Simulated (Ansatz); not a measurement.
B8N⁺, relaxed as a singlet with RKS PBE0-D4/def2-SVP in Ansatz, starting from the GFN1-xTB geometry. Force threshold 0.02 eV/Å.

The restricted singlet is unstable towards broken spin symmetry in Hartree–Fock (as tested in another run); at PBE0-D4/def2-SVP this wasn't settled. Another isomer (singlet) lies 2.51 eV lower at PBE0-D4/def2-TZVP; other spin states weren't run for this one.

Start:

```xyz
9

N    -0.483   -1.120    0.253
B    -1.706    0.363   -0.038
B    -1.608   -1.062   -0.746
B     1.083    0.743    1.324
B     0.345   -0.651    1.267
B     0.857    0.550   -1.077
B    -0.116   -0.741   -1.270
B    -0.279    1.005    0.285
B     1.907    0.913    0.002
```

**Question.** Estimate the energy that the relaxation releases and the steps that it takes.

**Answer.** 148.9 kJ/mol, in 24 steps; 40 s on 4 threads of Arm Neoverse V2 on a shared host. No frequencies were taken in this run, so the end may be a saddle point.

**Question.** Does the start keep its bonding?

**Answer.** Bonds formed: B2–B7, B4–B6, B8–B9 (atoms count from 1).

**Question.** Predict the relaxed structure.

**Answer.** 
```csv
atom,x (Å),y (Å),z (Å)
N1,-0.7902,-1.2913,0.4342
B2,-1.3706,0.3701,-0.1408
B3,-1.6230,-1.0993,-0.7155
B4,1.3147,0.3837,1.1061
B5,0.2469,-0.8137,1.1255
B6,1.0006,0.3264,-0.8382
B7,-0.1469,-0.7390,-1.2097
B8,-0.1108,1.3334,0.1334
B9,1.4793,1.5296,0.1051
```
Bond lengths: 12 × B–B 1.53 to 1.97 Å; 4 × B–N 1.33 to 1.85 Å.
